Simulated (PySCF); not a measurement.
FZn, charge +1. Atoms are numbered in the order given.

```xyz
2

Zn     0.0000     0.0000    -0.3978
F      0.0000     0.0000     1.3259
```
Charge +1, spin multiplicity 1.

The structure is a stationary point at B3LYP-D3(BJ)/def2-TZVPD. The spin state was assumed, not searched.

Calculation: B3LYP-D3(BJ)/def2-TZVPD (PySCF 2.14.0).

Frequencies are harmonic and unscaled.

### Question
Give all harmonic wavenumbers and intensities. (The exact figures need the calculation; the answer reports its results.)

### Answer

| mode | ν (cm⁻¹) | IR (km/mol) | Raman (Å⁴/amu) | depolarisation | moving atoms (share of kinetic energy) |
|---|---|---|---|---|---|
| 1 | 699 | 17.3 | 15.7 | 0.20 | F 77 %, Zn 23 % |
